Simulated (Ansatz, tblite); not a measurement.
Forces on Au₂I at its PBE0-D4/def2-TZVP geometry. Total charge 0; doublet.

In the def2 sets Au, I take a core potential; there is no spin–orbit coupling. The xTB rows come from tblite. No other spin state of charge 0 was run. Another isomer (doublet) lies 0.19 eV lower at PBE0-D4/def2-TZVP; other spin states weren't run for this one.

GFN1-xTB (tblite), largest force 0.29 eV/Å:

```xyz
3
positions Å, forces eV/Å
Au    0.026   -0.176   -1.540    0.136   -0.079   -0.009
Au    1.185   -0.595    0.803    0.080   -0.059   -0.123
I    -1.211    0.770    0.736   -0.217    0.138    0.132
```

GFN2-xTB (tblite), largest force 1.54 eV/Å:

```
Au 0.559 -0.360 -0.387
Au 0.594 -0.373 -0.315
I -1.153 0.733 0.701
```

PBE-D4/def2-TZVP (Ansatz), largest force 0.13 eV/Å:

```
Au -0.013 -0.006 -0.131
Au 0.092 -0.044 0.082
I -0.079 0.051 0.049
```
